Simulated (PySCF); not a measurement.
# W: ionisation energy

W [Xe] 4f14 5d4 6s2 (5D) → W⁺ [Xe] 4f14 5d4 6s1 (6D), as a difference of total energies. Computed with PySCF 2.14 in aug-cc-pwCVDZ-PP with ECP60MDF, with scalar relativity through the core potential. Correlated levels: valence and next inner shell: nothing frozen outside the core potential. The calculations carry no spin-orbit coupling.

```tsv
method	ionisation energy (eV)
UHF	5.888
MP2 (valence and next inner shell)	7.384
SCS-MP2 (valence and next inner shell)	7.504
CCSD (valence and next inner shell)	7.383
CCSD(T) (valence and next inner shell)	7.558
```

Problem. How much does correlation contribute at CCSD(T) (valence and next inner shell)?

Solution. 7.558 − (5.888) = 1.670 eV, measured against UHF.

Errors of the correlated levels include the incompleteness of this basis.

For comparison: 7.825 eV (measured; NIST levels, between the centres of gravity of the two terms).
